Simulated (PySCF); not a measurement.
CHO₂, SMILES C([O])=O (connectivity only; charge and spin as stated), charge -1, multiplicity 1.

Geometry optimised at PBE0-D3(BJ)/def2-TZVPD. The multiplicity is an assumed one; other spin states were not compared. The isomer is the one that the SMILES or the coordinates give; other isomers of the formula were not compared.

Estimates of the vertical detachment energy (IE) of the anion in eV. Rows of orbital energies are one-electron estimates, which approximate functionals can put far too low.

```json
[
 {"level": "−ε(HOMO), −ε(LUMO), PBE/def2-TZVPD (PySCF)", "IE": "-0.29"},
 {"level": "−ε(HOMO), −ε(LUMO), HF/def2-TZVPD (PySCF)", "IE": "5.09"},
 {"level": "ADC(2)/aug-cc-pVDZ (PySCF)", "IE": "___"}
]
```

Complete the blanks. (An estimate is asked for; the answer gives what the named calculation found.)


- ADC(2)/aug-cc-pVDZ (PySCF), IE: 2.24

Give the lowest 1s main lines (those of the lightest heavy element) from CVS-ADC(2)-x/aug-cc-pVDZ (PySCF, non-relativistic), with pole strengths. (The exact figures need the calculation; the answer reports its results.)

289.7 eV (1.52).

Beyond the first one, list the lowest photoelectron lines from ADC(2)/aug-cc-pVDZ (PySCF 2.14.0) with their pole strengths (two spins summed). (The exact figures need the calculation; the answer reports its results.)

2.36 eV (1.73), 2.90 eV (1.71), 6.90 eV (1.69), 6.98 eV (1.67), 8.07 eV (1.66).
